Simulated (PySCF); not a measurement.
TeMe2, C₂H₆Te.
Bonds: Te1–C2, Te1–C6. Hydrogens: H3, H4, H5 on C2; H7, H8, H9 on C6.

Computed by this run: PBE0-D3(BJ)/def2-SVP geometry optimisation, gas phase, def2 core potentials past Kr in PySCF; density fitting, grid level 1; the optimiser is geomeTRIC in internal coordinates, started from a GFN2-xTB structure with every atom displaced at random (about 0.03 Å).

At the end of the run (lengths in Å): Te1–C2 2.152, C6–H9 1.098, Te1–C6 2.152, C2–H3 1.097, C6–H7 1.097, C6–H8 1.097, C2–H4 1.098, Te1–C2–H3 109.9°, H3–C2–H5 109.4°, Te1–C2–H5 107.6°, H3–C2–H4 110.5°, H7–C6–Te1–C2 62°.

Question: These geometries were met on the way; a selection of coordinates is given. Order them by energy above the end point, lowest first.
A. Te1–C2 2.093, C6–H9 1.047, Te1–C6 2.203, C2–H3 1.070, C6–H7 1.074, C6–H8 1.083, C2–H4 1.094, Te1–C2–H3 107.1°, H3–C2–H5 111.3°, Te1–C2–H5 106.2°, H3–C2–H4 111.5°, H7–C6–Te1–C2 57°
B. Te1–C2 2.171, C6–H9 1.098, Te1–C6 2.136, C2–H3 1.097, C6–H7 1.099, C6–H8 1.099, C2–H4 1.100, Te1–C2–H3 110.0°, H3–C2–H5 109.2°, Te1–C2–H5 107.1°, H3–C2–H4 110.6°, H7–C6–Te1–C2 60°
C. Te1–C2 2.151, C6–H9 1.102, Te1–C6 2.163, C2–H3 1.100, C6–H7 1.100, C6–H8 1.099, C2–H4 1.099, Te1–C2–H3 110.1°, H3–C2–H5 109.3°, Te1–C2–H5 107.4°, H3–C2–H4 110.6°, H7–C6–Te1–C2 61°

Answer: C (0.002 eV), B (0.018 eV), A (0.186 eV).

| step | E above end (eV) | rms distance from the end, all atoms (Å) | largest force (eV/Å) | rms shift of all bonds from the end (Å) |
| --- | --- | --- | --- | --- |
| 2 | 0.002 | 0.009 | 0.160 | 0.004 |
| 1 | 0.018 | 0.031 | 0.389 | 0.009 |
| 0 | 0.186 | 0.061 | 2.261 | 0.036 |

Rows stand in the order of the answer.
